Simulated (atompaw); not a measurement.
# Pseudopotential generation for I (Z = 53): PAW (atompaw), PBE, scalar-relativistic.

```json
{
 "Element": "iodine",
 "Generator": "atompaw 4.2.0.5",
 "Type": "PAW",
 "Functional": "PBE",
 "Relativity": "scalar-relativistic",
 "Frozen core": "[Ar] 3d10",
 "Valence charge": "25",
 "Reference configuration": "4s2 4p6 4d10 5s2 5p5",
 "Partial waves": "4s (bound): rc 1.35 bohr; 5s (bound): rc 1.30 bohr; 4p (bound): rc 1.50 bohr; 5p (bound): rc 1.50 bohr; 4d (bound): rc 0.95 bohr; 4d channel at 0.25 Ry: rc 1.50 bohr",
 "Local potential": "bessel scheme, radius 1.25 bohr",
 "Core correction": "smooth core density matched at 1.45 bohr",
 "Augmentation charge": "sinc compensation charge, radius 1.45 bohr; PAW radius 1.50 bohr; waves and projectors: custom polynom2 7 10 vanderbiltortho"
}
```

All-electron outer shells of the reference configuration (PBE, scalar-relativistic, ld1.x):

| shell | level (eV) | outermost node (bohr) | outermost maximum (bohr) |
| --- | --- | --- | --- |
| 3p | -859.35 | 0.13 | 0.28 |
| 3d | -605.97 | – | 0.23 |
| 4s | -180.60 | 0.37 | 0.68 |
| 4p | -127.57 | 0.37 | 0.72 |
| 4d | -50.28 | 0.35 | 0.78 |
| 5s | -17.41 | 0.88 | 1.70 |
| 5p | -7.09 | 0.96 | 2.02 |

(1) Is the overlap operator S = 1 + Σ q|β⟩⟨β| positive definite (Bessel basis up to 400 Ry)?

A Bessel basis up to 400 Ry misses an occupied level by 2.29 Ry, so cutoffs and ghosts were not judged.

Results:

(1) Yes: its lowest eigenvalue is 0.54 (d channel).
